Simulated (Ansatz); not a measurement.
Cost and result for the atomization energy of CH4B2O, SMILES `BB1CO1` (8 atoms, 8 bonds).

Z-matrix (Å, degrees):
```
C
B 1 1.530
O 1 1.467 2 53.2
H 1 1.086 2 121.5 3 -97.2
H 1 1.086 2 121.5 3 97.2
B 2 1.641 1 153.3 3 -180.0
H 6 1.196 2 121.2 1 87.8
H 6 1.196 2 121.3 1 -87.8
```

Charge 0, multiplicity 1. Geometry: relaxed with PBE0-D4/def2-TZVP. Program: Ansatz. All runs use 2 threads of an Arm Neoverse V1 on a shared host. Times are those of one run each, without the atoms' runs, and a repeat can differ threefold. Electronic energies, without spin–orbit coupling; frozen cores. CCSD(T)/CBS adds CCSD(T) − MP2 in def2-TZVPP to the MP2 limit, and its time is that of the two runs behind it. T1 = 0.016. B3LYP takes the VWN-RPA correlation (the form of Gaussian; ORCA's B3LYP/G). HSE06 is the plane-wave form, built on full-range PBE exchange.

CCSD(T)/CBS is a level of theory with its own doubt, some kJ/mol a heavy atom from the limit and from the frozen cores, so smaller differences don't rank the functionals.

```tsv
level	functions	wall time
revPBE-D4/def2-TZVPP	180	1.6 s
CCSD(T)/def2-SVP	76	1.8 s
BLYP-D4/def2-TZVPP	180	2 s
PBE0-D4/def2-TZVPP	180	2.1 s
HSE06-D4/def2-TZVPP	180	2.2 s
CAM-B3LYP-D4/def2-TZVPP	180	2.4 s
B3LYP-D4/def2-TZVPP (with forces)	180	2.8 s
r2SCANh-D4/def2-TZVPP	180	3.6 s
B2PLYP/def2-TZVPP	180	3.6 s
ωB97M-V/def2-TZVPP (with forces)	180	7.5 s
MP2/def2-QZVPP	348	13 s
CCSD(T)/def2-TZVPP	180	34 s
CCSD(T)/CBS(def2)	–	46 s
```

(1) What atomization energy does each give, and how far from CCSD(T)/CBS? (An estimate is asked.)

Results:

(1) Ansatz gave: 
```json
{"level": "revPBE-D4/def2-TZVPP", "atomization (kcal/mol)": "739.4", "difference from CCSD(T)/CBS": "8.2", "per bond": "1.0"}
{"level": "CCSD(T)/def2-SVP", "atomization (kcal/mol)": "702.2", "difference from CCSD(T)/CBS": "-29.0", "per bond": "-3.6"}
{"level": "BLYP-D4/def2-TZVPP", "atomization (kcal/mol)": "741.0", "difference from CCSD(T)/CBS": "9.8", "per bond": "1.2"}
{"level": "PBE0-D4/def2-TZVPP", "atomization (kcal/mol)": "743.7", "difference from CCSD(T)/CBS": "12.5", "per bond": "1.6"}
{"level": "HSE06-D4/def2-TZVPP", "atomization (kcal/mol)": "744.4", "difference from CCSD(T)/CBS": "13.2", "per bond": "1.6"}
{"level": "CAM-B3LYP-D4/def2-TZVPP", "atomization (kcal/mol)": "743.3", "difference from CCSD(T)/CBS": "12.1", "per bond": "1.5"}
{"level": "B3LYP-D4/def2-TZVPP (with forces)", "atomization (kcal/mol)": "740.1", "difference from CCSD(T)/CBS": "8.9", "per bond": "1.1"}
{"level": "r2SCANh-D4/def2-TZVPP", "atomization (kcal/mol)": "740.2", "difference from CCSD(T)/CBS": "9.0", "per bond": "1.1"}
{"level": "B2PLYP/def2-TZVPP", "atomization (kcal/mol)": "732.8", "difference from CCSD(T)/CBS": "1.6", "per bond": "0.2"}
{"level": "ωB97M-V/def2-TZVPP (with forces)", "atomization (kcal/mol)": "741.0", "difference from CCSD(T)/CBS": "9.8", "per bond": "1.2"}
{"level": "MP2/def2-QZVPP", "atomization (kcal/mol)": "743.2", "difference from CCSD(T)/CBS": "12.0", "per bond": "1.5"}
{"level": "CCSD(T)/def2-TZVPP", "atomization (kcal/mol)": "714.4", "difference from CCSD(T)/CBS": "-16.8", "per bond": "-2.1"}
{"level": "CCSD(T)/CBS(def2)", "atomization (kcal/mol)": "731.2", "difference from CCSD(T)/CBS": "0.0", "per bond": "0.0"}
```

The D4 term adds +4.0 kcal/mol with B3LYP and +2.0 kcal/mol with PBE0; it sums over pairs of atoms, weighted by their polarisabilities, and B3LYP, whose exchange is more repulsive, gets the larger term. From BLYP to BHLYP (50 % exact exchange), in def2-TZVPP and without D4, the atomization energy moves by −21.9 kcal/mol: exact exchange takes away binding that semilocal exchange gives to molecules. At CCSD(T), def2-SVP lies −29.0 kcal/mol from the extrapolated value and def2-TZVPP −16.8 kcal/mol: correlation converges slowly with the basis, and small sets miss more of it in the bonded molecule than in its fragments.
